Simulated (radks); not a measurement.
Spherical quantum dot in the effective-mass picture: electrons in a parabolic well V = omega^2 r^2 / 2 with omega = 0.669, all in effective atomic units (hartree* = m*/eps^2 hartree, bohr* = eps/m* bohr), one dielectric constant everywhere. Method: non-relativistic Kohn-Sham, r2SCAN, spin-polarised, spherical densities, generalised Kohn-Sham scheme; computed with a radial shooting solver with Libxc functionals. Levels are named by radial order and angular momentum (1s, 1p, 1d, 2s, ...), and open shells are averaged over m.

N = 8, configuration 1s2 1p6. This is the lowest configuration that the search found. Occupied and some empty levels:

level,occupation,eigenvalue (hartree*),<r> (bohr*)
1s,2,4.2064,1.838
1p,6,4.6100,2.273
1d,0,5.0801,2.593
2s,0,5.1974,2.274
1f,0,5.6030,2.855

Energy (hartree*): total 23.7577, kinetic 3.9617, external 9.2956, Hartree 13.262, exchange-correlation -2.7611.
